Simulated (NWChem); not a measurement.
All runs are NWChem calculations. System: H$_{4}$BClN$_{2}$, charge 0, spin multiplicity 1, at a geometry optimised with PBE0/def2-SVP. The structure started from a generated list of species. Level: PBE/6-31+G* (spherical d).

Job file:

```
start mol
memory heap 200 mb stack 900 mb global 1100 mb
geometry units angstroms nocenter noautoz
  B      0.000000     0.000000    -0.445402
  Cl     0.000000     0.000000     1.350964
  N     -1.246951     0.000000    -1.097770
  H     -1.354966     0.000000    -2.101760
  H     -2.115005     0.000000    -0.583537
  N      1.246951     0.000000    -1.097770
  H      1.354966     0.000000    -2.101760
  H      2.115005     0.000000    -0.583537
  symmetry group C2v
end
basis spherical
  * library 6-31+g*
end
dft
  xc xpbe96 cpbe96
  semidirect memsize 60000000 filesize 0
  iterations 100
end
task dft energy
```

Part of the output:

```
             Northwest Computational Chemistry Package (NWChem) 7.3.0
             --------------------------------------------------------

                                NWChem Input Module
                                -------------------

 Scaling coordinates for geometry "geometry" by  1.889725989
 (inverse scale =  0.529177249)

 Turning off AUTOSYM since
 SYMMETRY directive was detected!

                             Geometry "geometry" -> ""
                             -------------------------

 Output coordinates in angstroms (scale by  1.889725989 to convert to a.u.)

  No.       Tag          Charge          X              Y              Z
 ---- ---------------- ---------- -------------- -------------- --------------
    1 B                    5.0000     0.00000000     0.00000000    -0.44540200
    2 Cl                  17.0000     0.00000000     0.00000000     1.35096400
    3 N                    7.0000    -1.24695100     0.00000000    -1.09777000
    4 H                    1.0000    -1.35496600     0.00000000    -2.10176000
    5 H                    1.0000    -2.11500500     0.00000000    -0.58353700
    6 N                    7.0000     1.24695100     0.00000000    -1.09777000
    7 H                    1.0000     1.35496600     0.00000000    -2.10176000
    8 H                    1.0000     2.11500500     0.00000000    -0.58353700

 Effective nuclear repulsion energy (a.u.)     144.4255638011

            Nuclear Dipole moment (a.u.)
            ----------------------------
        X                 Y               Z
 ---------------- ---------------- ----------------
     0.0000000000     0.0000000000     0.0000075589

      Symmetry information
      --------------------

 Group name             C2v
 Group number             16
 Group order               4
 No. of unique centers     5

      Symmetry unique atoms

     1    2    3    4    5


 Summary of "ao basis" -> "" (spherical)
 ------------------------------------------------------------------------------
       Tag                 Description            Shells   Functions and Types
 ---------------- ------------------------------  ------  ---------------------
 *                          6-31+g*                   on all atoms

  pbe96 is a nonlocal functional; adding pw91lda local functional.

                                 NWChem DFT Module
                                 -----------------

 Summary of "ao basis" -> "ao basis" (spherical)
 ------------------------------------------------------------------------------
       Tag                 Description            Shells   Functions and Types
 ---------------- ------------------------------  ------  ---------------------
 B                          6-31+g*                  8       18   4s3p1d
 Cl                         6-31+g*                 10       22   5s4p1d
 N                          6-31+g*                  8       18   4s3p1d
 H                          6-31+g*                  2        2   2s

 Summary of "ao basis" -> "ao basis" (spherical)
 ------------------------------------------------------------------------------
       Tag                 Description            Shells   Functions and Types
 ---------------- ------------------------------  ------  ---------------------
 B                          6-31+g*                  8       18   4s3p1d
 Cl                         6-31+g*                 10       22   5s4p1d
 N                          6-31+g*                  8       18   4s3p1d
 H                          6-31+g*                  2        2   2s

      Symmetry analysis of basis
      --------------------------

        a1         37
        a2          7
        b1         26
        b2         14

            General Information
            -------------------
          SCF calculation type: DFT
          Wavefunction type:  closed shell.
          No. of atoms     :     8
          No. of electrons :    40
           Alpha electrons :    20
            Beta electrons :    20
          Charge           :     0
          Spin multiplicity:     1
          Use of symmetry is: on ; symmetry adaption is: on
          Maximum number of iterations: 100
          AO basis - number of functions:    84
                     number of shells:    42
          Convergence on energy requested:  1.00D-06
          Convergence on density requested:  1.00D-05
          Convergence on gradient requested:  5.00D-04

              XC Information
              --------------
          PerdewBurkeErnzerhof Exchange Functional  1.000
            Perdew 1991 LDA Correlation Functional  1.000 local
           PerdewBurkeErnz. Correlation Functional  1.000 non-local

             Grid Information
             ----------------
          Grid used for XC integration:  medium
          Radial quadrature: Mura-Knowles
          Angular quadrature: Lebedev.
          Tag              B.-S. Rad. Rad. Pts. Rad. Cut. Ang. Pts.
          ---              ---------- --------- --------- ---------
          B                   0.85       49          11.0       434
          Cl                  1.00       88          11.0       590
          N                   0.65       49          11.0       434
          H                   0.35       45          12.0       434
          Grid pruning is: on
          Number of quadrature shells:   276
          Spatial weights used:  Erf1

          Convergence Information
          -----------------------
          Convergence aids based upon iterative change in
          total energy or number of iterations.
          Levelshifting, if invoked, occurs when the
          HOMO/LUMO gap drops below (HL_TOL):  1.00D-02
          DIIS, if invoked, will attempt to extrapolate
          using up to (NFOCK): 10 stored Fock matrices.

                    Damping( 0%)  Levelshifting(0.5)       DIIS
                  --------------- ------------------- ---------------
          dE  on:    start            ASAP                start
          dE off:    2 iters        100 iters           100 iters

      Screening Tolerance Information
      -------------------------------
          Density screening/tol_rho:  1.00D-10
          AO Gaussian exp screening on grid/accAOfunc:  14
          CD Gaussian exp screening on grid/accCDfunc:  20
          XC Gaussian exp screening on grid/accXCfunc:  20
          Schwarz screening/accCoul:  1.00D-08

      Superposition of Atomic Density Guess
      -------------------------------------

 Sum of atomic energies:        -594.56535656

      Non-variational initial energy
      ------------------------------

 Total energy =    -596.465204
 1-e energy   =   -1103.039497
 2-e energy   =     362.148729
 HOMO         =      -0.342644
 LUMO         =       0.035166

      Symmetry analysis of molecular orbitals - initial
      -------------------------------------------------

  Numbering of irreducible representations:

     1 a1          2 a2          3 b1          4 b2

  Orbital symmetries:

     1 a1          2 a1          3 b1          4 a1          5 a1
     6 b1          7 b2          8 a1          9 a1         10 b1
    11 a1         12 a1         13 a1         14 b1         15 b1
    16 a1         17 b2         18 b1         19 b2         20 a2
    21 a1         22 b1         23 a1         24 b2         25 a1
    26 b2         27 b1         28 b1         29 b2         30 a1

------------------------------------------------------------
EAF file 0: "./mol.aoints.0" size=524288 bytes
------------------------------------------------------------
               write      read    awrite     aread      wait
               -----      ----    ------     -----      ----
     calls:        1         0         0         0         0
   data(b): 5.24e+05  0.00e+00  0.00e+00  0.00e+00
   time(s): 0.00e+00  0.00e+00  0.00e+00  0.00e+00  0.00e+00
rate(mb/s): 0.00e+00  0.00e+00
------------------------------------------------------------

   convergence    iter        energy       DeltaE   RMS-Dens  Diis-err    time
 ---------------- ----- ----------------- --------- --------- ---------  ------
 d= 0,ls=0.0,diis     1   -596.6389195886 -7.41D+02  1.48D-02  6.51D-01     0.7
 d= 0,ls=0.0,diis     2   -596.6269624672  1.20D-02  7.55D-03  7.29D-01     0.8
 d= 0,ls=0.0,diis     3   -596.7002269508 -7.33D-02  2.03D-03  8.51D-02     0.8
 d= 0,ls=0.0,diis     4   -596.7091751042 -8.95D-03  1.08D-03  3.92D-03     0.9
 d= 0,ls=0.0,diis     5   -596.7097566686 -5.82D-04  1.91D-04  2.74D-04     1.0
  Resetting Diis
 d= 0,ls=0.0,diis     6   -596.7097912064 -3.45D-05  4.23D-05  1.18D-05     1.1
 d= 0,ls=0.0,diis     7   -596.7097929228 -1.72D-06  2.32D-05  5.93D-07     1.1
 d= 0,ls=0.0,diis     8   -596.7097928635  5.93D-08  1.32D-05  1.03D-06     1.2
 d= 0,ls=0.0,diis     9   -596.7097930099 -1.46D-07  1.54D-06  1.69D-08     1.3

         Total DFT energy =     -596.709793009858
      One electron energy =    -1107.124517615271
           Coulomb energy =      413.323128019920
    Exchange-Corr. energy =      -47.333967215585
 Nuclear repulsion energy =      144.425563801078

 Numeric. integr. density =       39.999998510281

     Total iterative time =      1.0s

                  Occupations of the irreducible representations
                  ----------------------------------------------

                     irrep           alpha         beta
                     --------     --------     --------
                     a1               10.0         10.0
                     a2                1.0          1.0
                     b1                6.0          6.0
                     b2                3.0          3.0

                       DFT Final Molecular Orbital Analysis
                       ------------------------------------

 Vector   18  Occ=2.000000D+00  E=-2.648073D-01  Symmetry=b1
              MO Center= -4.5D-16, -1.4D-16,  1.2D+00, r^2= 1.6D+00
   Bfn.  Coefficient  Atom+Function         Bfn.  Coefficient  Atom+Function
  ----- ------------  ---------------      ----- ------------  ---------------
    25      0.716819  2 Cl px                29      0.355384  2 Cl px
    21     -0.280309  2 Cl px                 7      0.133984  1 B  px
    46      0.133704  3 N  s                 68     -0.133704  6 N  s
    50      0.128660  3 N  s                 72     -0.128660  6 N  s
    45      0.072915  3 N  pz                67     -0.072915  6 N  pz

 Vector   19  Occ=2.000000D+00  E=-2.496142D-01  Symmetry=b2
              MO Center= -7.4D-14,  7.6D-16,  3.4D-01, r^2= 3.2D+00
   Bfn.  Coefficient  Atom+Function         Bfn.  Coefficient  Atom+Function
  ----- ------------  ---------------      ----- ------------  ---------------
    26      0.576238  2 Cl py                30      0.297300  2 Cl py
    44     -0.264438  3 N  py                66     -0.264438  6 N  py
    22     -0.224263  2 Cl py                48     -0.197256  3 N  py
    70     -0.197256  6 N  py                 4     -0.114613  1 B  py
    52     -0.064166  3 N  py                74     -0.064166  6 N  py

 Vector   20  Occ=2.000000D+00  E=-2.177048D-01  Symmetry=a2
              MO Center=  7.3D-14, -1.6D-15, -1.1D+00, r^2= 2.6D+00
   Bfn.  Coefficient  Atom+Function         Bfn.  Coefficient  Atom+Function
  ----- ------------  ---------------      ----- ------------  ---------------
    44      0.436948  3 N  py                66     -0.436948  6 N  py
    48      0.330843  3 N  py                70     -0.330843  6 N  py
    52      0.112132  3 N  py                74     -0.112132  6 N  py
    14     -0.039432  1 B  d -2

 Vector   21  Occ=0.000000D+00  E=-2.695364D-02  Symmetry=a1
              MO Center= -3.6D-16,  6.3D-16, -1.8D+00, r^2= 9.8D+00
   Bfn.  Coefficient  Atom+Function         Bfn.  Coefficient  Atom+Function
  ----- ------------  ---------------      ----- ------------  ---------------
    10      1.698705  1 B  s                 50     -0.701306  3 N  s
    72     -0.701306  6 N  s                 13     -0.662207  1 B  pz
    46     -0.446944  3 N  s                 68     -0.446944  6 N  s
     6      0.380866  1 B  s                 60      0.283568  4 H  s
    82      0.283568  7 H  s                 51     -0.205218  3 N  px

 Vector   22  Occ=0.000000D+00  E= 1.106416D-03  Symmetry=b1
              MO Center= -1.3D-16,  2.3D-16, -1.1D+00, r^2= 1.4D+01
   Bfn.  Coefficient  Atom+Function         Bfn.  Coefficient  Atom+Function
  ----- ------------  ---------------      ----- ------------  ---------------
    11      1.685374  1 B  px                50      1.189760  3 N  s
    72     -1.189760  6 N  s                 46      0.421390  3 N  s
    68     -0.421390  6 N  s                  7      0.361436  1 B  px
    33     -0.316797  2 Cl px                53      0.297621  3 N  pz
    75     -0.297621  6 N  pz                62     -0.274433  5 H  s

 Vector   23  Occ=0.000000D+00  E= 1.378000D-02  Symmetry=a1
              MO Center= -1.9D-15,  2.1D-15, -1.9D-02, r^2= 1.5D+01
   Bfn.  Coefficient  Atom+Function         Bfn.  Coefficient  Atom+Function
  ----- ------------  ---------------      ----- ------------  ---------------
    32      2.202562  2 Cl s                 13     -1.972476  1 B  pz
    10     -1.825811  1 B  s                 35     -0.440923  2 Cl pz
    50     -0.316414  3 N  s                 72     -0.316414  6 N  s
    60      0.219585  4 H  s                 82      0.219585  7 H  s
    24      0.183850  2 Cl s                 49      0.163932  3 N  pz

 center of mass
 --------------
 x =  -0.00000000 y =   0.00000000 z =   0.14972283

 moments of inertia (a.u.)
 ------------------
         388.733766515602           0.000000000000          -0.000000000000
           0.000000000000         589.654250502938           0.000000000000
          -0.000000000000           0.000000000000         200.920483987335

     Multipole analysis of the density
     ---------------------------------

     L   x y z        total         alpha         beta         nuclear
     -   - - -        -----         -----         ----         -------
     0   0 0 0     -0.000000    -20.000000    -20.000000     40.000000

     1   1 0 0     -0.000000     -0.000000     -0.000000      0.000000
     1   0 1 0     -0.000000     -0.000000     -0.000000      0.000000
     1   0 0 1     -1.181688     -0.590848     -0.590848      0.000008

     2   2 0 0    -18.560197    -70.678788    -70.678788    122.797378
     2   1 1 0      0.000000      0.000000      0.000000      0.000000
     2   1 0 1      0.000000      0.000000      0.000000      0.000000
     2   0 2 0    -25.966530    -12.983265    -12.983265      0.000000
     2   0 1 1     -0.000000     -0.000000     -0.000000      0.000000
     2   0 0 2    -20.561948   -114.566559   -114.566559    208.571171

 Task  times  cpu:        1.3s     wall:        1.3s

 Total times  cpu:        1.3s     wall:        1.3s
```
